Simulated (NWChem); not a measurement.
System: GaCl₂F; SMILES [F][Ga]([Cl])[Cl]

Excerpt of the output:

```
             Northwest Computational Chemistry Package (NWChem) 7.3.0
             --------------------------------------------------------

                             Geometry "geometry" -> ""
                             -------------------------

 Output coordinates in angstroms (scale by  1.889725989 to convert to a.u.)

  No.       Tag          Charge          X              Y              Z
 ---- ---------------- ---------- -------------- -------------- --------------
    1 Ga                  31.0000     0.00000000     0.00000000     0.26170200
    2 F                    9.0000     0.00000000     0.00000000     1.99748000
    3 Cl                  17.0000    -1.85906000     0.00000000    -0.74463700
    4 Cl                  17.0000     1.85906000     0.00000000    -0.74463700

 Effective nuclear repulsion energy (a.u.)     438.9096995546

  pbe96 is a nonlocal functional; adding pw91lda local functional.
                              NWChem Property Module
                              ----------------------

                                 NWChem DFT Module
                                 -----------------

 Summary of "ao basis" -> "ao basis" (spherical)
 ------------------------------------------------------------------------------
       Tag                 Description            Shells   Functions and Types
 ---------------- ------------------------------  ------  ---------------------
 Ga                        def2-svpd                14       38   6s4p4d
 F                         def2-svpd                 9       23   4s3p2d
 Cl                        def2-svpd                11       27   5s4p2d

            General Information
            -------------------
          SCF calculation type: DFT
          Wavefunction type:  closed shell.
          No. of atoms     :     4
          No. of electrons :    74
           Alpha electrons :    37
            Beta electrons :    37
          Charge           :     0
          Spin multiplicity:     1
          Use of symmetry is: off; symmetry adaption is: off
          Maximum number of iterations: 150
          AO basis - number of functions:   115
                     number of shells:    45
          Convergence on energy requested:  1.00D-06
          Convergence on density requested:  1.00D-05
          Convergence on gradient requested:  5.00D-04

              XC Information
              --------------
          PerdewBurkeErnzerhof Exchange Functional  1.000
            Perdew 1991 LDA Correlation Functional  1.000 local
           PerdewBurkeErnz. Correlation Functional  1.000 non-local

             Grid Information
             ----------------
          Grid used for XC integration:  medium
          Radial quadrature: Mura-Knowles
          Angular quadrature: Lebedev.
          Tag              B.-S. Rad. Rad. Pts. Rad. Cut. Ang. Pts.
          ---              ---------- --------- --------- ---------
          Ga                  1.30      112          11.0       590
          F                   0.50       49          12.0       434
          Cl                  1.00       88          13.0       590
          Grid pruning is: on
          Number of quadrature shells:   337
          Spatial weights used:  Erf1

      Superposition of Atomic Density Guess
      -------------------------------------

 Sum of atomic energies:       -2940.93243220

      Non-variational initial energy
      ------------------------------

 Total energy =   -2941.407714
 1-e energy   =   -4969.053248
 2-e energy   =    1588.735835
 HOMO         =      -0.451891
 LUMO         =      -0.062464

   convergence    iter        energy       DeltaE   RMS-Dens  Diis-err
 ---------------- ----- ----------------- --------- --------- ---------
 d= 0,ls=0.0,diis     1  -2943.7761482284 -3.38D+03  2.48D-02  1.00D+00
 d= 0,ls=0.0,diis     2  -2943.2031466691  5.73D-01  1.51D-02  7.17D+00
 d= 0,ls=0.0,diis     3  -2943.8725583968 -6.69D-01  4.78D-03  1.63D-01
 d= 0,ls=0.0,diis     4  -2943.8811475757 -8.59D-03  2.43D-03  7.99D-02
 d= 0,ls=0.0,diis     5  -2943.8924580921 -1.13D-02  3.81D-04  7.80D-03
  Resetting Diis
 d= 0,ls=0.0,diis     6  -2943.8928835253 -4.25D-04  8.11D-05  1.21D-04
 d= 0,ls=0.0,diis     7  -2943.8928923712 -8.85D-06  4.66D-05  5.26D-06
 d= 0,ls=0.0,diis     8  -2943.8928903644  2.01D-06  2.67D-05  2.83D-05
 d= 0,ls=0.0,diis     9  -2943.8928929430 -2.58D-06  4.82D-06  3.35D-07
 d= 0,ls=0.0,diis    10  -2943.8928929778 -3.47D-08  7.50D-07  2.08D-08

         Total DFT energy =    -2943.892892977757
      One electron energy =    -4966.732752405170
           Coulomb energy =     1725.176539074279
    Exchange-Corr. energy =     -141.246379201448
 Nuclear repulsion energy =      438.909699554582

 Numeric. integr. density =       74.000004661777

                       DFT Final Molecular Orbital Analysis
                       ------------------------------------

[...]

 DFT Linear Response polarizability / au
 Frequency  =       0.0000000 / au
              X              Y              Z
 -----------------------------------------------
 X      70.4225729      0.0000015      0.0000011
 Y       0.0000015     42.3510336     -0.0000008
 Z       0.0000011     -0.0000008     53.7484098
 -----------------------------------------------
 Eigenvalues =      70.4225729     42.3510336     53.7484098
 Isotropic   =      55.5073388
 Anisotropic =      24.4534171
 -----------------------------------------------

 Magnetic Dipole Response Matrix (nonzero elements):

 Exiting AOResponse driver routine
```

Level: PBE/def2-SVPD. All runs use the structure optimised with PBE0/def2-SVP.

**Question.** Reconstruct the input file.

**Answer.** This is not unique; one that fits is the input that was run:
```
start job
memory heap 200 mb stack 900 mb global 1100 mb
geometry units angstroms noautosym nocenter noautoz
  Ga     0.000000     0.000000     0.261702
  F      0.000000     0.000000     1.997480
  Cl    -1.859060     0.000000    -0.744637
  Cl     1.859060     0.000000    -0.744637
end
basis spherical
  * library def2-svpd
end
dft
  xc xpbe96 cpbe96
  iterations 150
end
property
  response 1 0.0
end
task dft property
```
